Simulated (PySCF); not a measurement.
Dipole moment and polarisability of `C=COC(=C)C(Cl)Cl`

Compound: C5H6Cl2O.
Structure used (PBE0-D3(BJ)/def2-SVP), in Å, numbered top down from 1:
```
atom  x, y, z in Å
C1     2.5046    0.6242   -0.9666
C2     1.5366    0.2549   -0.1334
O3     0.2387    0.6092   -0.3383
C4    -0.7445   -0.2191    0.0939
C5    -0.6330   -1.5386    0.2576
C6    -1.9699    0.6081    0.3641
Cl7   -3.4455   -0.3484    0.5254
Cl8   -1.6955    1.6143    1.8182
H9     3.5417    0.3854   -0.7302
H10    2.2823    1.1813   -1.8787
H11    1.7109   -0.3123    0.7890
H12    0.2912   -2.0634    0.0122
H13   -1.4858   -2.1100    0.6200
H14   -2.1205    1.3129   -0.4635
```

Level: CAM-B3LYP/def2-SVPD (PySCF), static field, nuclei fixed, core orbitals frozen in the response. The polarisability tensor in these axes (au):

```
x   112.10   8.11 -12.49
y     8.11  93.83   1.80
z   -12.49   1.80  80.10
```

Diagonalise the tensor; give its mean and Δα, where Δα² is half the sum of the squared differences of the eigenvalues.

Principal values 74.75, 92.82 and 118.47 au; mean 95.35 au = 14.13 Å³ = 15.72 × 10⁻⁴⁰ C²·m²/J; Δα = 38.05 au (40 % of the mean).

What is the dipole moment, and where does it point?

(1.43, -0.95, -0.87) D, 1.93 D in size, pointing from the negative to the positive side. Measured along this direction, the outermost atoms are Cl8 at the negative end and H9 at the positive end.

Sum over states: ᾱ = Σ f/ω², ω in Eh. What share falls to these 6 lowest TDDFT singlets (eV, f)? 5.89, 0.1762; 6.60, 0.2113; 6.72, 0.0166; 6.78, 0.0403; 6.82, 0.0236; 7.00, 0.0462.

They add up to 9.36 au, 9.8 % of the 95.35 au; the largest single term is 3.77 au, from the state at 5.89 eV. Terms in order: 3.77, 3.60, 0.27, 0.65, 0.38, 0.70 au. Higher excitations give the rest. The strengths listed sum to 0.514.

In a dilute gas of rigid molecules at 250 K, how does the orientational term μ²/3kT compare with the electronic polarisability?

In Gaussian units μ²/3kT = 35.82 Å³ against 14.13 Å³, a ratio of 2.53; the Debye molar polarisation (4π/3)N_A(α + μ²/3kT) is 126.0 cm³/mol, leaving out the vibrational part.

Traceless (Buckingham) quadrupole moment about the centre of nuclear charge: eigenvalues?

-5.13, 0.01, 5.12 D·Å. The values depend on the origin, since the dipole doesn't vanish. The electronic extent ⟨r²⟩ about the same centre is 1626 bohr², a root-mean-square distance of 2.42 Å for the 78 electrons.

Find the Langevin capture rate constant for H3+ (3.023 u) meeting this molecule (151.980 u), k = 2.342 × 10⁻⁹ cm³/s × √(α in Å³ / reduced mass in u).

The reduced mass is 2.96 u, so k = 5.11 × 10⁻⁹ cm³/s. The formula leaves out the permanent dipole, which adds to the capture rate.

The structure is a single PBE0-D3(BJ)/def2-SVP conformer in the gas phase; no vibrational or solvent corrections.
